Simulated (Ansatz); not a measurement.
`[OH][Ga]([Cl])[O][SiH3]` + H₂O → `[OH][Ga]([OH])[Cl]` + `O[SiH3]`  (formal hydrolysis of a Ga–O bond)

Gas-phase electronic energies from Ansatz, PBE0-D4/def2-TZVP geometries. CCSD(T)/CBS is the MP2 limit (def2-TZVPP, def2-QZVPP) plus CCSD(T) − MP2 in def2-TZVPP, frozen cores. This one scheme is used for every species. Functionals use def2-TZVPP. For Ga outer-core shells are correlated without core-valence functions, which leaves a few kJ/mol of doubt a bond. Scalar relativity is left out up to krypton. Each species was taken in one conformer, which may not be the lowest.

```json
{"level": "PBE-D4", "ΔE (eV)": "0.09"}
{"level": "PBE", "ΔE (eV)": "0.05"}
{"level": "MP2/def2-TZVPP", "ΔE (eV)": "0.16"}
{"level": "HF/def2-QZVPP", "ΔE (eV)": "0.18"}
```

Problem. What does CCSD(T)/CBS give? (An estimate is asked.)

Solution. The calculation gave: +0.17 eV. The listed levels differ from it by -0.08, -0.12, -0.01, 0.01 eV.

Largest T1 diagnostic among the species: 0.013.

From PBE to PBE0 (25 % exact exchange), in def2-TZVPP and without D4, ΔE moves by +0.04 eV. The D4 term adds +0.07 eV with B3LYP and +0.04 eV with PBE0; it sums over pairs of atoms, weighted by their polarisabilities, and B3LYP, whose exchange is more repulsive, gets the larger term.

B3LYP here is the variant with VWN-RPA as its local correlation; programs differ in this.
